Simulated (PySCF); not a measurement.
**Atomic charges by several schemes**

Species: C₉H₈FP.
Z-matrix (Å and degrees, GFN2-xTB geometry), rows numbered from 1:
```
C 
P   1  1.8583
C   2  1.8276  1   98.78
F   3  1.3427  2  120.56  1    79.35
C   3  1.3392  2  115.14  1  -105.26
C   5  1.4462  3  112.39  2     5.03
C   6  1.3876  5  127.09  3   178.07
C   7  1.3847  6  119.42  5  -178.45
C   8  1.3866  7  120.69  6    -0.35
C   9  1.3871  8  120.43  7    -0.43
C  10  1.3818  9  119.29  8     1.18
H   1  1.0885  2  111.03  3    47.50
H   1  1.0886  2  108.40  3   -73.52
H   1  1.0883  2  108.37  3   168.31
H   5  1.0774  3  124.87  2  -176.65
H   7  1.0801  6  120.01  5     1.55
H   8  1.0801  7  119.65  6   179.80
H   9  1.0800  8  119.83  7  -180.00
H  10  1.0805  9  120.45  8  -179.00
```

Density: PBE0/pcSseg-1 (PySCF); schemes: Mulliken, IAO, Hirshfeld and ESP-fitted. Geometry: GFN2-xTB; no solvent, vibrations or thermal averaging.

Q: Which atoms carry the highest charge in the Mulliken, IAO, Hirshfeld and ESP-fitted schemes?

A: The schemes don't all agree: Mulliken P2 (+0.559); IAO P2 (+0.527); Hirshfeld P2 (+0.162); ESP-fitted C3 (+0.439).

Q: At which atom do the 4 schemes differ most?

A: At P2: from -0.242 (ESP-fitted) to +0.559 e (Mulliken), 0.801 e apart.

Q: What partial charge does each atom carry?

A: In e:

```
atom                  environment  Mulliken     IAO  Hirshfeld  ESP-fitted
  C1                methyl carbon    -0.437  -0.595     -0.157      -0.104
  P2              ring phosphorus    +0.559  +0.527     +0.162      -0.242
  C3      unsaturated ring carbon    +0.076  +0.094     +0.034      +0.439
  F4         fluorine bonded to C    -0.268  -0.256     -0.086      -0.181
  C5   unsaturated ring CH carbon    -0.071  -0.216     -0.081      -0.673
  C6  ring-fusion aromatic carbon    -0.106  +0.005     -0.007      +0.425
  C7           aromatic CH carbon    +0.009  -0.163     -0.053      -0.385
  C8           aromatic CH carbon    -0.076  -0.147     -0.048      -0.077
  C9           aromatic CH carbon    -0.070  -0.160     -0.054      -0.220
 C10           aromatic CH carbon    -0.035  -0.146     -0.051      -0.304
 C11  ring-fusion aromatic carbon    -0.456  -0.205     -0.057      +0.113
 H12              methyl hydrogen    +0.158  +0.158     +0.042      +0.026
 H13              methyl hydrogen    +0.155  +0.163     +0.048      +0.096
 H14              methyl hydrogen    +0.151  +0.160     +0.048      +0.089
 H15               hydrogen on C5    +0.086  +0.167     +0.059      +0.265
 H16            aromatic hydrogen    +0.069  +0.153     +0.051      +0.195
 H17            aromatic hydrogen    +0.093  +0.155     +0.051      +0.144
 H18            aromatic hydrogen    +0.089  +0.154     +0.050      +0.163
 H19            aromatic hydrogen    +0.072  +0.151     +0.049      +0.233
```

Mean size of the charges over all atoms: ESP-fitted 0.230 e, IAO 0.199 e, Mulliken 0.160 e, Hirshfeld 0.063 e. Each set sums to the total charge, 0, to within 0.001 e. The Mulliken scheme gives each basis function's population to the atom it is centred on and halves the overlap population of two atoms between them.

Q: How many electrons does the Mulliken scheme count on C3?

A: Z − q = 6 − (+0.076) = 5.924.

Q: How closely do the schemes follow one another over all atoms?

A: Correlation coefficient and root-mean-square difference: IAO with Hirshfeld 0.99, 0.168 e; Mulliken with IAO 0.90, 0.104 e; Mulliken with Hirshfeld 0.88, 0.160 e; Hirshfeld with ESP-fitted 0.44, 0.254 e; IAO with ESP-fitted 0.39, 0.288 e; Mulliken with ESP-fitted 0.07, 0.341 e.

Q: Sum the charges by element, for elements with more than one atom.

A: 
```csv
element,atoms,Mulliken,IAO,Hirshfeld,ESP-fitted
C,9,-1.166,-1.533,-0.473,-0.787
H,8,+0.875,+1.261,+0.398,+1.210
```

The run behind these numbers computed NMR shieldings as well. Hardware: one thread, Arm Neoverse V1, no GPU, on a shared host. Cost: 52 s.
